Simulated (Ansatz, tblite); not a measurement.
Spin states of the cluster Cu2Au, each relaxed with PBE0-D4/def2-TZVP in Ansatz. Electronic energies in the gas phase.

In the def2 sets Au takes a core potential; there is no spin–orbit coupling. The xTB rows come from tblite. Correlated methods freeze 18 core orbitals; core or outer-core shells of Au are correlated, in sets that lack core-valence functions. In CCSD on the charge 0 quartet the largest single amplitude is 0.49, so its Hartree–Fock determinant may place the open shell otherwise than the density functionals do. The structure comes from a short search, and lower isomers may exist.

Doublet geometry (C2v within 0.1 Å):

Cartesian coordinates in Å:
```
Au 1.286 -0.666 -0.398
Cu -0.927 0.457 -0.926
Cu -0.359 0.210 1.324
```

Quartet geometry (C2v within 0.1 Å):

```xyz
3

Au   -0.832    0.917   -0.723
Cu    1.060   -0.665   -0.642
Cu   -0.228   -0.252    1.365
```

⟨S²⟩: doublet 0.76 at PBE0-D4/def2-TZVP (pure 0.75), quartet 3.77 at PBE0-D4/def2-TZVP (pure 3.75).

Run but left out: HF/def2-TZVP (quartet: a determinant that CCSD turns far, T1 0.098); MP2/def2-TZVP (quartet: ⟨S²⟩ 4.03, where a pure state has 3.75).

Only these spin states were relaxed.

Second-order perturbation terms are unreliable where d shells bring near-degenerate states, and here PBE-QIDH/def2-TZVP lies more than 0.4 eV from the median of the functionals without such a term.

| level | quartet − doublet (kJ/mol) | lowest of these | remarks |
| --- | --- | --- | --- |
| GFN1-xTB | 190.8 | doublet | – |
| GFN2-xTB | 439.0 | doublet | – |
| PBE-D4/def2-TZVP | 187.7 | doublet | – |
| revPBE-D4/def2-TZVP | 186.6 | doublet | – |
| BLYP-D4/def2-TZVP | 190.9 | doublet | – |
| r2SCAN-D4/def2-TZVP | 170.5 | doublet | – |
| r2SCANh-D4/def2-TZVP | 186.4 | doublet | – |
| PBE0-D4/def2-TZVP | 225.1 | doublet | – |
| r2SCAN0-D4/def2-TZVP | 209.7 | doublet | – |
| PBE-QIDH/def2-TZVP | 286.0 | doublet | – |
| RPA@PBE/def2-TZVP | 146.3 | doublet | – |
| CCSD/def2-TZVP | 247.9 | doublet | large T1 (0.098) (quartet), spin-contaminated (⟨S²⟩ 4.03) (quartet) |

Change of the quartet − doublet gap on mixing in exact exchange, in kJ/mol: PBE to PBE0 (25 % exact exchange) 37.4; r2SCAN to r2SCANh (10 % exact exchange) 15.9; r2SCAN to r2SCAN0 (25 % exact exchange) 39.2.

The xTB methods have no spin-polarisation term.
